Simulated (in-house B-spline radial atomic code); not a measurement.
**PBEsol excitations of the zinc ion Zn²⁺**

Method: PBEsol. Computed with an all-electron radial atomic-structure program (B-spline basis): linear response of the closed shell [Ar] 3d10 with the functional's adiabatic kernel; scalar-relativistic (spin-free one-electron X2C), finite nucleus, no spin-orbit coupling, no double excitations, S, P, D and F terms only. Only terms of natural parity with L up to 3 were computed.

Command:
```bash
python run_td.py task.json out
```
Settings (radii: box in bohr, nucleus in fm):
```
Z                        30
electrons                28
configuration            [Ar] 3d10
hamiltonian              x2c
method                   pbesol
box_radius               29.48
rms_radius               3.9283
intervals                73
```

Time taken, with all properties: 1.8 s on 1 thread of Intel(R) Xeon(R) Platinum 8259CL CPU @ 2.50GHz (Skylake/Cascade Lake), with other jobs on the host.

The lowest states, in the order of their Tamm-Dancoff energies; the method's threshold (minus the highest occupied level) is 30.83 eV. Labels give the largest channel, * marks a mixed state, and oscillator strengths are full-response dipole values. Semilocal kernels can invert the small singlet-triplet splittings of Rydberg terms. Energies in eV:

| state | full response | Tamm-Dancoff | oscillator strength |
| --- | --- | --- | --- |
| 3d → 4s 3D | 7.555 | 7.587 | - |
| 3d → 4s 1D | 8.153 | 8.163 | - |
| 3d → 4p 3P | ? | ? | - |
| 3d → 4p 3F | 14.987 | 15.005 | - |
| 3d → 4p 1F | 15.257 | 15.261 | - |
| 3d → 4p 1P | 16.015 | 16.086 | 0.458 |
| 3d → 5s 3D | 22.679 | 22.682 | - |
| 3d → 5s 1D | 22.776 | 22.777 | - |
| 3d → 4d 3S | 23.156 | 23.175 | - |
| 3d → 4d 3D | 23.519 | 23.523 | - |
| 3d → 4d 1D | 23.715 | 23.723 | - |
| 3d → 5p 3P | 24.630 | 24.636 | - |
| 3d → 5p 3F | ? | ? | - |
| 3d → 5p 1F | 24.728 | 24.728 | - |
| 3d → 4d 1S | 24.704 | 24.859 | - |
| 3d → 5p 1P | 24.862 | 24.877 | 0.0426 |

Question: Where does 3d → 5p 3F lie?

Answer: At 24.667 eV in full response, 24.670 eV in Tamm-Dancoff.

Question: Where does 3d → 4p 3P lie?

Answer: At 14.843 eV in full response, 14.872 eV in Tamm-Dancoff.

Question: How large is the singlet-triplet splitting of 3d → 4s (D terms) in Tamm-Dancoff?

Answer: 0.577 eV, from the unrounded values.

Question: What polarisabilities and dispersion coefficient does the method give?

Answer: Dipole 3.008 bohr³, quadrupole 10.44 bohr⁵, C6 8.143 hartree·bohr⁶ for two such species.
